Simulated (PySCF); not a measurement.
Job for PySCF: R-M06-2X/LANL2DZ on Cl2Zr (SMILES [Cl][Zr][Cl]), 2S+1 = 1, a spin state set in the input, which need not be the lowest.

```python
from pyscf import gto, scf, dft, mp
from pyscf.data.elements import chemcore

mol = gto.M(
    atom='''
    Zr    0.63980703    0.04167010   -0.10488780
    Cl   -0.57593927    1.51180601   -1.41728649
    Cl   -0.09703649   -1.50600451    1.45185466
    ''',
    basis='lanl2dz',
    ecp={'Cl': 'lanl2dz', 'Zr': 'lanl2dz'},
    charge=0, spin=0, verbose=3, max_memory=1800)
mf = dft.RKS(mol, xc='m062x')
mf.conv_tol = 1e-8
mf.max_cycle = 100
mf.kernel()
if not mf.converged:
    mf = mf.newton().run(mf.mo_coeff, mf.mo_occ)
```

Task: What total energy does the run end on?

Result: -76.3370 hartree.
